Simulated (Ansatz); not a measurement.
**Question.** Name a neutral molecule of C, Cl, Ga, P and H with zero-point energy (PBE0-D4/def2-TZVP) between 165 and 181 kJ/mol and HOMO energy (ωB97M-V/def2-TZVPP) between -10.45 and -10.15 eV (Ansatz, PBE0-D4/def2-TZVP geometry).

**Answer.** `[CH3][Ga-]([PH3+])([Cl])[Cl]` (171.7 kJ/mol, -10.20 eV). Other molecules can fit too; these were computed, each in one conformer that needn't be the lowest.
